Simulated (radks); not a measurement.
Ionisation of the terbium ion Tb+, [Xe] 4f9 6s1, to [Xe] 4f9 as the strength of local exchange is varied. All-electron calculation, Dirac Kohn-Sham, Slater X-alpha exchange (alpha = 2/3 is LDA exchange), no correlation, spin-unpolarised, spherical densities, point nucleus; open shells are shared between the two j in proportion to 2j + 1. Program: a radial shooting solver on a logarithmic mesh with Libxc functionals.

alpha  E(Tb+) (hartree)  exchange (hartree)  IE (eV)  -e of the level emptied (eV)  <r> of it (bohr)
0.667       -11704.5537           -242.8447   10.858                 8.118 (6s1/2)             3.797
0.757       -11737.3708           -276.4436   11.299                 8.569 (6s1/2)             3.723
0.843       -11768.8215           -308.7289   11.735                 9.018 (6s1/2)             3.655
0.892       -11786.7811           -327.2023   11.989                 9.281 (6s1/2)             3.617
0.911       -11793.7528           -334.3807   12.089                 9.384 (6s1/2)             3.602
0.982       -11819.8436           -361.2807   12.467                 9.776 (6s1/2)             3.548

NIST Atomic Spectra Database: 11.51 eV (semi-empirical). The Delta-SCF value meets it near alpha = 0.80. Spin polarisation and multiplet splitting are left out, so open shells lie too high by an amount that depends on their filling. Sharing an open shell by 2j + 1 raises it above the true ground level by a part of the spin-orbit splitting, which enters the differences from NIST.

Beside tabulated values, note that spin-unpolarised runs miss the spin-polarisation part of the exchange energy of open shells.
